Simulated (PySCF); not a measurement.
Vertical excitations of a molecule C₂H₉FSi₃ from TDA-PBE0/def2-SVPD (PySCF), as energy in eV (oscillator strength): 5.91 (0.020), 6.59 (0.028), 6.74 (0.021), 6.92 (0.012), 7.29 (0.005), 7.41 (0.027). Lowest triplet (TDA): 5.05 eV. The structure is a stationary point at B3LYP-D3(BJ)/def2-SVP. One conformer was computed; it need not be the lowest.

### Question
Pick the molecule that these values belong to.
(A) F[Si@H]1CC[SiH2][SiH2]1
(B) F[Si@H]1C[SiH2]C[SiH2]1
(C) F[SiH2][SiH]1C[SiH2]C1
(D) C[Si]1(F)[SiH2]C[SiH2]1

### Answer
B, F[Si@H]1C[SiH2]C[SiH2]1
